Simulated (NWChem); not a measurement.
# Total energies of bicarbonate (CHO3 (-1))

SMILES: O=C([O-])O
```xyz
5

O      0.6016     1.1439     0.0000
C     -0.0410    -0.1708     0.0000
O     -1.2993    -0.1009     0.0000
O      0.7534    -1.1276     0.0000
H     -0.2000     1.7028     0.0000
```
Charge -1, spin multiplicity 1.

All runs are NWChem calculations. The geometry was optimised at PBE/def2-SVP, a minimum by its harmonic frequencies. It is one conformer; others weren't searched.

Basis set: aug-cc-pVDZ (101 functions).

```
method  total energy (Ha)  relative cost
------  -----------------  -------------
RHF            -263.13613              1
MP2            -263.87510        under 3
B2PLYP         -264.29611        under 3
PBE            -264.23981        under 3
B3LYP          -264.50705        under 3
r2SCAN         -264.37938        under 3
```

Total energies of different functionals aren't comparable as a measure of quality: only differences taken within one method are. Relative cost: rough, from shared machines, SCF included, RHF = 1.

The correlated methods keep 4 core orbitals frozen. B3LYP has NWChem's definition, with VWN1-RPA local correlation. The anion's geometry comes from a basis without diffuse functions.
